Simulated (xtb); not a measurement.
xtb input for Mg(OMe)(SiH3) (CH₆MgOSi), SMILES [Mg]([SiH3])[O]C, GFN2-xTB. 

```
$ xtb mol.xyz --gfn 2 --sp --chrg 0 --uhf 0 --json
$ cat mol.xyz
10

Mg     0.04201712    -0.03169992    -0.03518753
O     -0.94488364    -0.48553723    -1.33763990
C     -1.75503681    -0.85324274    -2.39758227
H     -2.50766622    -0.07840384    -2.59616831
H     -1.15888441    -0.99627800    -3.30874197
H     -2.27817804    -1.79331843    -2.17676359
Si     1.33174808     0.69082127     1.89650506
H      1.04835729    -0.11562755     3.09596477
H      1.05105948     2.08940216     2.26372516
H      2.78592344     0.60688105     1.67977607
```

Log of the run:

```
[banner left out]
          |                Calculation Setup                |
           -------------------------------------------------



           -------------------------------------------------
          |                 G F N 2 - x T B                 |
           -------------------------------------------------

        Reference                      10.1021/acs.jctc.8b01176
      * Hamiltonian:
        H0-scaling (s, p, d)           1.850000    2.230000    2.230000
        zeta-weighting                 0.500000
      * Dispersion:
        s8                             2.700000
        a1                             0.520000
        a2                             5.000000
        s9                             5.000000
      * Repulsion:
        kExp                           1.500000    1.000000
        rExp                           1.000000
      * Coulomb:
        alpha                          2.000000
        third order                    shell-resolved
        anisotropic                    true
        a3                             3.000000
        a5                             4.000000
        cn-shift                       1.200000
        cn-exp                         4.000000
        max-rad                        5.000000


          ...................................................
          :                      SETUP                      :
          :.................................................:
          :  # basis functions                  34          :
          :  # atomic orbitals                  32          :
          :  # shells                           16          :
          :  # electrons                        22          :
          :  max. iterations                   250          :
          :  Hamiltonian                  GFN2-xTB          :
          :  restarted?                      false          :
          :  GBSA solvation                  false          :
          :  PC potential                    false          :
          :  electronic temp.          300.0000000     K    :
          :  accuracy                    1.0000000          :
          :  -> integral cutoff          0.2500000E+02      :
          :  -> integral neglect         0.1000000E-07      :
          :  -> SCF convergence          0.1000000E-05 Eh   :
          :  -> wf. convergence          0.1000000E-03 e    :
          :  Broyden damping             0.4000000          :
          :  net charge                          0          :
          :  unpaired electrons                  0          :
          ...................................................

 iter      E             dE          RMSdq      gap      omega  full diag
   1    -10.2012458 -0.102012E+02  0.188E+01    3.12       0.0  T
   2    -10.8431378 -0.641892E+00  0.135E+01    2.14       1.0  T
   3    -11.6170139 -0.773876E+00  0.344E+00    3.56       1.0  T
   4    -11.6430255 -0.260117E-01  0.245E+00    3.50       1.0  T
   5    -11.6462031 -0.317758E-02  0.274E+00    3.16       1.0  T
   6    -11.6535628 -0.735974E-02  0.210E+00    3.10       1.0  T
   7    -11.6483227  0.524018E-02  0.134E+00    3.40       1.0  T
   8    -11.6524661 -0.414348E-02  0.818E-01    3.36       1.0  T
   9    -11.6536127 -0.114660E-02  0.461E-01    3.35       1.0  T
  10    -11.6541680 -0.555264E-03  0.174E-01    3.35       1.0  T
  11    -11.6542536 -0.855980E-04  0.554E-02    3.35       1.0  T
  12    -11.6542632 -0.955622E-05  0.257E-03    3.35      12.3  T
  13    -11.6542631  0.102744E-06  0.690E-03    3.35       4.6  T
  14    -11.6542631 -0.828359E-07  0.347E-03    3.35       9.1  T
  15    -11.6542632 -0.264393E-07  0.540E-04    3.35      58.6  T
  16    -11.6542632 -0.836405E-09  0.521E-05    3.35     607.3  T

   *** convergence criteria satisfied after 16 iterations ***

         #    Occupation            Energy/Eh            Energy/eV
      -------------------------------------------------------------
         1        2.0000           -0.7141323             -19.4325
       ...           ...                  ...                  ...
         5        2.0000           -0.4800790             -13.0636
         6        2.0000           -0.4800688             -13.0633
         7        2.0000           -0.4359662             -11.8632
         8        2.0000           -0.4359575             -11.8630
         9        2.0000           -0.3682509             -10.0206
        10        2.0000           -0.3657769              -9.9533
        11        2.0000           -0.3657675              -9.9530 (HOMO)
        12                         -0.2426750              -6.6035 (LUMO)
        13                         -0.1934103              -5.2630
        14                         -0.1931799              -5.2567
        15                         -0.1214109              -3.3038
        16                         -0.1087431              -2.9591
       ...                                ...                  ...
        32                          1.3818619              37.6024
      -------------------------------------------------------------
                  HL-Gap            0.1230925 Eh            3.3495 eV
             Fermi-level           -0.3042212 Eh           -8.2783 eV

 SCC (total)                   0 d,  0 h,  0 min,  0.007 sec
 SCC setup                      ...        0 min,  0.000 sec (  1.285%)
 Dispersion                     ...        0 min,  0.000 sec (  0.666%)
 classical contributions        ...        0 min,  0.000 sec (  0.233%)
 integral evaluation            ...        0 min,  0.001 sec ( 14.761%)
 iterations                     ...        0 min,  0.004 sec ( 56.016%)
 molecular gradient             ...        0 min,  0.002 sec ( 25.850%)
 printout                       ...        0 min,  0.000 sec (  1.044%)

         :::::::::::::::::::::::::::::::::::::::::::::::::::::
         ::                     SUMMARY                     ::
         :::::::::::::::::::::::::::::::::::::::::::::::::::::
         :: total energy             -11.556644329953 Eh    ::
         :: gradient norm              0.000078049366 Eh/a0 ::
         :: HOMO-LUMO gap              3.349518187117 eV    ::
         ::.................................................::
         :: SCC energy               -11.654269681346 Eh    ::
         :: -> isotropic ES            0.087867292605 Eh    ::
         :: -> anisotropic ES          0.007230888566 Eh    ::
         :: -> anisotropic XC          0.001592585589 Eh    ::
         :: -> dispersion             -0.004321177631 Eh    ::
         :: repulsion energy           0.097625351393 Eh    ::
         :: add. restraining           0.000000000000 Eh    ::
         :: total charge              -0.000000000000 e     ::
         :::::::::::::::::::::::::::::::::::::::::::::::::::::

           -------------------------------------------------
          |                Property Printout                |
           -------------------------------------------------

    * Orbital Energies and Occupations

         #    Occupation            Energy/Eh            Energy/eV
      -------------------------------------------------------------
         1        2.0000           -0.7141323             -19.4325
         2        2.0000           -0.6267852             -17.0557
         3        2.0000           -0.5675050             -15.4426
         4        2.0000           -0.4847707             -13.1913
         5        2.0000           -0.4800790             -13.0636
         6        2.0000           -0.4800688             -13.0633
         7        2.0000           -0.4359662             -11.8632
         8        2.0000           -0.4359575             -11.8630
         9        2.0000           -0.3682509             -10.0206
        10        2.0000           -0.3657769              -9.9533
        11        2.0000           -0.3657675              -9.9530 (HOMO)
        12                         -0.2426750              -6.6035 (LUMO)
        13                         -0.1934103              -5.2630
        14                         -0.1931799              -5.2567
        15                         -0.1214109              -3.3038
        16                         -0.1087431              -2.9591
        17                         -0.1086342              -2.9561
        18                          0.0002972               0.0081
        19                          0.0026450               0.0720
        20                          0.0115588               0.3145
        21                          0.0142844               0.3887
        22                          0.1280105               3.4833
       ...                                ...                  ...
        32                          1.3818619              37.6024
      -------------------------------------------------------------
                  HL-Gap            0.1230925 Eh            3.3495 eV
             Fermi-level           -0.3042212 Eh           -8.2783 eV

     #   Z          covCN         q      C6AA      α(0)
     1  12 Mg       1.623     0.303   112.690    25.063
     2   8 O        1.552    -0.470    22.334     6.376
     3   6 C        3.663     0.059    19.852     6.392
     4   1 H        0.923     0.017     2.786     2.610
     5   1 H        0.923     0.017     2.781     2.608
     6   1 H        0.923     0.017     2.784     2.609
     7  14 Si       3.630     0.388   100.518    19.234
     8   1 H        0.916    -0.110     5.927     3.808
     9   1 H        0.916    -0.110     5.927     3.808
    10   1 H        0.916    -0.110     5.929     3.808

 Mol. C6AA /au·bohr⁶  :       1697.005502
 Mol. C8AA /au·bohr⁸  :      71396.418491
 Mol. α(0) /au        :         76.315021


Wiberg/Mayer (AO) data.
largest (>0.10) Wiberg bond orders for each atom

 ---------------------------------------------------------------------------
     #   Z sym  total        # sym  WBO       # sym  WBO       # sym  WBO
 ---------------------------------------------------------------------------
     1  12 Mg   2.159 --     2 O    1.018     7 Si   0.913
     2   8 O    2.152 --     3 C    1.025     1 Mg   1.018
     3   6 C    3.961 --     2 O    1.025     5 H    0.973     6 H    0.973
                             4 H    0.973
     4   1 H    0.999 --     3 C    0.973
     5   1 H    0.999 --     3 C    0.973
     6   1 H    0.999 --     3 C    0.973
     7  14 Si   3.557 --     1 Mg   0.913    10 H    0.862     8 H    0.861
                             9 H    0.860
     8   1 H    0.988 --     7 Si   0.861
     9   1 H    0.988 --     7 Si   0.860
    10   1 H    0.987 --     7 Si   0.862
 ---------------------------------------------------------------------------

Topologies differ in total number of bonds
Writing topology from bond orders to xtbtopo.mol

molecular dipole:
                 x           y           z       tot (Debye)
 q only:        0.444       0.199       0.576
   full:        0.704       0.317       0.917       3.047
molecular quadrupole (traceless):
                xx          xy          yy          xz          yz          zz
 q only:        0.229      -0.501       0.752      -1.304      -0.772      -0.980
  q+dip:        0.202      -0.384       0.558      -0.977      -0.594      -0.760
   full:        0.310      -0.904       1.389      -2.405      -1.340      -1.698


           -------------------------------------------------
          | TOTAL ENERGY              -11.556644329953 Eh   |
          | GRADIENT NORM               0.000078049366 Eh/α |
          | HOMO-LUMO GAP               3.349518187117 eV   |
           -------------------------------------------------

------------------------------------------------------------------------
Note: The following floating-point exceptions are signalling: IEEE_UNDERFLOW_FLAG IEEE_DENORMAL
normal termination of xtb
------------------------------------------------------------------------
 total:
 SCF:
```

The calculation finished and met its thresholds.
